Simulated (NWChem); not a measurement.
# CuH2OF; SMILES [OH2]->[Cu][F]

Computed with NWChem. Each level has its own optimisation; frequencies are unscaled.

For level LDA (Slater exchange, VWN5)/def2-SVP:

```
Property                           Result
---------------------------------  ------
r Cu–F (Å)                          1.703
r Cu–O (Å)                          1.860
highest harmonic frequency (cm⁻¹)    3714
lowest (cm⁻¹)                         167
dipole (D)                           7.30
```

**Question.** How do the values read with level PBE0/def2-SVP instead?

**Answer.** r Cu–F (Å): 1.744
r Cu–O (Å): 1.933
highest harmonic frequency (cm⁻¹): 3926
lowest (cm⁻¹): 148
dipole (D): 8.07
